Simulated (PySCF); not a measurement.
Radial density of N²⁺ (nitrogen, charge +2)

UHF, [He] 2s1 2p2, high-spin 4P determinant (an excited configuration). Calculation: PySCF 2.14, in ANO-R3; scalar relativity by spin-free X2C-1e.

| r (bohr) | 4πr²ρ (e/bohr) | 4πr²(ρα − ρβ) |
| --- | --- | --- |
| 0.00356 | 0.03223 | 0.0010 |
| 0.00599 | 0.08690 | 0.0027 |
| 0.0101 | 0.2300 | 0.0072 |
| 0.0169 | 0.5867 | 0.0184 |
| 0.0285 | 1.407 | 0.0440 |
| 0.0479 | 3.026 | 0.0940 |
| 0.0806 | 5.443 | 0.1665 |
| 0.136 | 7.278 | 0.2205 |
| 0.228 | 6.048 | 0.2581 |
| 0.384 | 2.843 | 0.7163 |
| 0.645 | 2.303 | 2.0948 |
| 1.09 | 2.414 | 2.4112 |
| 1.83 | 0.7282 | 0.7282 |
| 3.07 | 0.03054 | 0.0305 |

Densities and radii are taken from the X2C orbitals without a picture-change correction, which distorts them close to the nucleus.
